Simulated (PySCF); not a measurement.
**LDA on Fe (iron, neutral)**

Configuration: [Ar] 3d5 4s2 4p1, high-spin 7P determinant (an excited configuration). Computed with PySCF 2.14 in ANO-RCC-VTZP (6s5p3d2f1g, 59 functions), with the spin-free X2C one-electron Hamiltonian (Gaussian nucleus).

```json
{
  "Total energy": "-1269.849 hartree",
  "One-electron energy": "-1748.595 hartree",
  "Hartree (Coulomb) energy": "532.130 hartree",
  "Exchange-correlation energy": "-53.384 hartree",
  "⟨S²⟩": "12.0061",
  "⟨L²⟩": "2.020",
  "Sum of ⟨r⟩": "22.90 bohr",
  "Sum of ⟨r²⟩": "45.78 bohr²",
  "Traceless quadrupole moment −½Σ⟨3z² − r²⟩ along its main axis": "-5.43 e·bohr²",
  "Langevin diamagnetic susceptibility": "-36.3 ×10⁻⁶ cm³/mol"
}
```

```csv
shell,electrons,mean orbital energy (eV),spread (eV),"rms radius, mean of both spins (bohr)"
1s α,1,-6983.3,0,0.0675
1s β,1,-6983.3,0,0.0675
2s α,1,-826.24,0,0.290
2s β,1,-823.56,0,0.290
2p α,3,-706.22,0.051,0.261
2p β,3,-704.10,0.088,0.261
3s α,1,-103.00,0,0.870
3s β,1,-97.344,0,0.870
3p α,3,-69.222,0.204,0.923
3p β,3,-63.692,0.294,0.923
3d α,5,-16.163,0.228,1.16
4s α,1,-8.089,0,2.97
4s β,1,-6.594,0,2.97
4p α,1,-2.989,0,3.77
```

Densities and radii are taken from the X2C orbitals without a picture-change correction, which distorts them close to the nucleus.
